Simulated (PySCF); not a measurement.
## How the method moves the HOMO and LUMO of `C#C/C=C\[SiH3]`

Species: C₄H₆Si.
Structure used (PBE0-D3(BJ)/def2-SVP), in Å, numbered top down from 1:
```
atom  x, y, z in Å
C1     2.071   -1.384    0.343
C2     1.562   -0.306    0.110
C3     0.957    0.953   -0.162
C4    -0.377    1.139   -0.243
Si5   -1.638   -0.234   -0.008
H6     2.517   -2.339    0.550
H7     1.645    1.795   -0.309
H8    -0.725    2.156   -0.457
H9    -1.443   -1.314   -1.022
H10   -1.524   -0.833    1.356
H11   -3.007    0.343   -0.172
```

Basis pcSseg-2 throughout (PySCF), one geometry. Isolated species at its PBE0-D3(BJ)/def2-SVP geometry, gas phase.

**Question.** How do the orbital energies, the gap and the dipole change with the method?

**Answer.** 
| method | kind | HOMO (eV) | LUMO (eV) | gap (eV) | μ (D) | SCF cycles |
| --- | --- | --- | --- | --- | --- | --- |
| BLYP | GGA | -6.13 | -2.29 | 3.84 | 0.57 | 16 |
| B97-D | GGA | -6.22 | -2.34 | 3.89 | 0.57 | 16 |
| KT2 | GGA | -6.28 | -2.42 | 3.86 | 0.52 | 17 |
| KT3 | GGA | -6.28 | -2.39 | 3.89 | 0.54 | 16 |
| OPBE | GGA | -6.29 | -2.38 | 3.91 | 0.58 | 17 |
| PBE | GGA | -6.31 | -2.45 | 3.86 | 0.57 | 16 |
| BP86 | GGA | -6.39 | -2.53 | 3.86 | 0.56 | 16 |
| LDA | LDA | -6.48 | -2.66 | 3.82 | 0.52 | 15 |
| B97-2 | global hybrid | -7.07 | -1.59 | 5.48 | 0.54 | 14 |
| B3LYP | global hybrid | -7.10 | -1.74 | 5.36 | 0.54 | 15 |
| PBE0 | global hybrid | -7.32 | -1.56 | 5.76 | 0.54 | 14 |
| mPW1PW91 | global hybrid | -7.33 | -1.57 | 5.76 | 0.54 | 14 |
| BHandHLYP | global hybrid | -8.17 | -0.52 | 7.64 | 0.50 | 13 |
| CAM-B3LYP | range-separated hybrid | -8.54 | -0.45 | 8.09 | 0.51 | 13 |
| wB97X-D | range-separated hybrid | -9.08 | 0.19 | 9.26 | 0.52 | 13 |
| HF | Hartree–Fock | -9.46 | 1.97 | 11.43 | 0.49 | 12 |
| LC-wPBE | range-separated hybrid | -9.89 | 0.61 | 10.50 | 0.50 | 15 |

The HOMO spans 3.76 eV, from BLYP down to LC-wPBE, and the gap runs from 3.82 eV (LDA) to 11.43 eV (HF). Over the methods BLYP (0 %), B97-D (0 %), KT2 (0 %), KT3 (0 %), OPBE (0 %), PBE (0 %), BP86 (0 %), LDA (0 %), B97-2 (21 %), B3LYP (20 %), PBE0 (25 %), mPW1PW91 (25 %), BHandHLYP (50 %), HF (100 %), a straight line through the gap against the share of exact exchange rises by 0.76 eV for each 10 % (correlation coefficient 1.000). The dipole ranges from 0.49 D (HF) to 0.58 D (OPBE). This basis has no diffuse functions.
